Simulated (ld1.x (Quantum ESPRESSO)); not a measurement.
# nickel (Ni): excitation energies, all-electron against TM

Ni, norm-conserving Troullier–Martins (Kleinman–Bylander form), made with ld1.x (Quantum ESPRESSO) 7.5 (PBEsol, fully relativistic). Core [Ne] 3s2, reference 3p6 3d8 4s2 4p0. Waves: 4s (bound): rc 2.10 bohr; 3d (bound): rc 1.30 bohr; 3p (bound): rc 0.75 bohr. Local part: the p channel. Core correction: a·sin(br)/r model core inside 0.75 bohr.

Open shells are filled in proportion to 2j + 1 (rel_dist='average').

Energies are relative to the spin-unpolarised reference configuration 3p6 3d8 4s2 4p0; without spin polarisation the order of configurations can differ from experiment. The p channel is local and has no spin–orbit splitting in the pseudo-atom.

| valence configuration | charge | ΔE all-electron (eV) | error AE − PS (meV) |
| --- | --- | --- | --- |
| 3p6 3d8 4s1 4p0 | +1 | 9.337 | -5.1 |
| 3p6 3d8 4s0 4p0 | +2 | 26.598 | -37 |
| 3p6 3d7 4s2 4p1 | 0 | 10.577 | -20 |
| 3p6 3d9 4s0 4p0 | +1 | 6.264 | -104 |
| 3p6 3d9 4s1 4p0 | 0 | -1.609 | -47 |
| 3p6 3d8 4s1 4p1 | 0 | 4.630 | +0.2 |

Question: What are ΔE and the potential's error for 3p6 3d7 4s0 4p0?

Answer: ΔE = 64.034 eV all-electron; the error (AE − PS) is +45 meV.

Note: ghost states, extra bound levels that the all-electron valence spectrum of the same l lacks: s at -92.1 eV, p1/2 at -71.2 eV. A true bound ghost makes a file unfit for plane-wave use. The potential misses its own reference levels by up to 1.5 eV, so it is not fit for use.
